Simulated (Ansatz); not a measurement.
Gas-phase electronic energies from Ansatz, PBE0-D4/def2-TZVP geometries. CCSD(T)/CBS adds triple-zeta CCSD(T) − MP2 to the extrapolated MP2 energy (def2 sets, frozen cores). This one scheme is used for every species. DFT in def2-TZVPP. B3LYP here is the variant with VWN-RPA as its local correlation; programs differ in this. Each species was taken in one conformer, which may not be the lowest.

Reaction (ligand exchange at the Si–C bond): `CO[Si](C)(N)Cl` + H–F → `CO[Si](N)(F)Cl` + CH₄

```csv
level,ΔE (kcal/mol),difference from CCSD(T)/CBS
PBE-D4,-33.5,1.8
r2SCAN-D4,-37.3,-2.0
PBE0-D4,-34.1,1.2
B3LYP-D4,-36.8,-1.5
ωB97X-V,-36.4,-1.1
B2PLYP,-37.9,-2.6
PBE,-34.7,0.6
r2SCAN,-37.7,-2.4
PBE0,-35.2,0.1
MP2/def2-TZVPP,-35.1,0.2
SCS-MP2/def2-TZVPP,-36.7,-1.4
CCSD/def2-TZVPP,-36.5,-1.2
MP2/def2-QZVPP,-35.1,0.2
SCS-MP2/def2-QZVPP,-36.6,-1.3
HF/CBS(def2),-42.8,-7.5
MP2/CBS(def2),-34.7,0.6
CCSD(T)/CBS,-35.3,0
```

Largest T1 diagnostic among the species: 0.010.

The D4 term adds +1.9 kcal/mol with B3LYP and +1.1 kcal/mol with PBE0; it sums over pairs of atoms, weighted by their polarisabilities, and B3LYP, whose exchange is more repulsive, gets the larger term. In def2-TZVPP, CCSD(T) changes the Hartree–Fock value by +6.7 kcal/mol (the triples alone add +0.9 kcal/mol) and MP2 by +7.2 kcal/mol.
